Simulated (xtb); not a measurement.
C2HCl3, charge -1, doublet, from a rough starting geometry (a state made from the parent by changing its charge; the spin is typed, not shown lowest); GFN2-xTB (xtb).

Here is a job for xtb.
```
$ xtb mol.xyz --gfn 2 --chrg -1 --uhf 1 --opt vtight --json

# file mol.xyz
6

Cl     1.86322603     1.04078892    -0.01980277
C      0.69250655    -0.28963833    -0.08280280
C     -0.56028651     0.05841052     0.00120822
Cl    -1.30334102     1.69446584     0.04386611
Cl    -1.74256021    -1.20222448    -0.01916120
H      0.98305666    -1.26468815    -0.06833869
```

Predict the main parts of the log of this xtb run.


```
   ID    Z sym.   atoms
    1   17 Cl     1, 4, 5
    2    6 C      2, 3
    3    1 H      6

           -------------------------------------------------
          |                Calculation Setup                |
           -------------------------------------------------

           -------------------------------------------------
          |                 G F N 2 - x T B                 |
           -------------------------------------------------

          ...................................................
          :                      SETUP                      :
          :.................................................:
          :  # basis functions                  39          :
          :  # atomic orbitals                  36          :
          :  # shells                           14          :
          :  # electrons                        31          :
          :  max. iterations                   250          :
          :  Hamiltonian                  GFN2-xTB          :
          :  restarted?                      false          :
          :  GBSA solvation                  false          :
          :  PC potential                    false          :
          :  electronic temp.          300.0000000     K    :
          :  accuracy                    1.0000000          :
          :  -> integral cutoff          0.2500000E+02      :
          :  -> integral neglect         0.1000000E-07      :
          :  -> SCF convergence          0.1000000E-05 Eh   :
          :  -> wf. convergence          0.1000000E-03 e    :
          :  Broyden damping             0.4000000          :
          :  net charge                         -1          :
          :  unpaired electrons                  1          :
          ...................................................

 iter      E             dE          RMSdq      gap      omega  full diag
   1    -18.5194125 -0.185194E+02  0.677E+00    0.24       0.0  T
   2    -18.6072455 -0.878330E-01  0.433E+00    1.13       1.0  T
   3    -18.6433042 -0.360587E-01  0.246E+00    0.47       1.0  T
   4    -18.6449073 -0.160309E-02  0.103E+00    0.25       1.0  T
   5    -18.6451213 -0.213998E-03  0.350E-01    0.21       1.0  T
   6    -18.6452166 -0.953602E-04  0.232E-01    0.22       1.0  T
   7    -18.6452974 -0.808127E-04  0.155E-01    0.23       1.0  T
   8    -18.6453557 -0.582450E-04  0.681E-02    0.21       1.0  T
   9    -18.6453666 -0.109152E-04  0.528E-02    0.22       1.0  T
[...]
 * total energy  :   -18.5940922 Eh     change       -0.1813047E-03 Eh
 * total energy  :   -18.5942078 Eh     change       -0.1155782E-03 Eh
 * total energy  :   -18.5943282 Eh     change       -0.1204776E-03 Eh
 * total energy  :   -18.5943937 Eh     change       -0.6545502E-04 Eh
 * total energy  :   -18.5944540 Eh     change       -0.6034333E-04 Eh
 * total energy  :   -18.5945079 Eh     change       -0.5381719E-04 Eh
 * total energy  :   -18.5945320 Eh     change       -0.2416025E-04 Eh
 * total energy  :   -18.5945445 Eh     change       -0.1250415E-04 Eh
 * total energy  :   -18.5945483 Eh     change       -0.3795429E-05 Eh
 * total energy  :   -18.5945493 Eh     change       -0.9960229E-06 Eh
 * total energy  :   -18.5945496 Eh     change       -0.2604433E-06 Eh
 * total energy  :   -18.5945496 Eh     change       -0.6278968E-07 Eh
   *** GEOMETRY OPTIMIZATION CONVERGED AFTER 29 ITERATIONS ***
         :: total energy             -18.594549630961 Eh    ::
[...]
      -------------------------------------------------------------
                  HL-Gap            0.1093692 Eh            2.9761 eV
             Fermi-level           -0.1345295 Eh           -3.6607 eV

     #   Z          covCN         q      C6AA      α(0)
     1  17 Cl       0.942    -0.252   107.166    15.837
     2   6 C        2.889     0.015    27.666     8.623
     3   6 C        2.611     0.000    28.022     8.657
     4  17 Cl       0.710    -0.512   115.826    16.461
     5  17 Cl       1.003    -0.249   107.082    15.831
     6   1 H        0.925    -0.001     3.080     2.744

 Mol. C6AA /au·bohr⁶  :       1915.102970
 Mol. C8AA /au·bohr⁸  :      70775.602703
 Mol. α(0) /au        :         68.155121

Wiberg/Mayer (AO) data.
largest (>0.10) Wiberg bond orders for each atom

 ---------------------------------------------------------------------------
     #   Z sym  total        # sym  WBO       # sym  WBO       # sym  WBO
 ---------------------------------------------------------------------------
     1  17 Cl   1.042 --     2 C    0.929
     2   6 C    3.803 --     3 C    1.784     6 H    0.954     1 Cl   0.929
     3   6 C    3.367 --     2 C    1.784     5 Cl   0.962     4 Cl   0.542
     4  17 Cl   0.685 --     3 C    0.542
     5  17 Cl   1.098 --     3 C    0.962
     6   1 H    0.999 --     2 C    0.954
 ---------------------------------------------------------------------------

Topologies differ in total number of bonds
Writing topology from bond orders to xtbtopo.mol

molecular dipole:
                 x           y           z       tot (Debye)
 q only:        1.287      -1.631       0.160
   full:        1.293      -1.593      -0.081       5.220
molecular quadrupole (traceless):
                xx          xy          yy          xz          yz          zz
 q only:       -5.381       1.946      -3.429      -1.399       1.587       8.811
  q+dip:       -7.675      -1.123      -3.451      -1.832       2.263      11.126
   full:       -7.839      -0.124      -2.860      -1.177       1.918      10.699

optimized geometry written to: xtbopt.xyz

           -------------------------------------------------
          | TOTAL ENERGY              -18.594549630961 Eh   |
          | GRADIENT NORM               0.000058152406 Eh/α |
          | HOMO-LUMO GAP               2.976086451767 eV   |
           -------------------------------------------------

normal termination of xtb
```
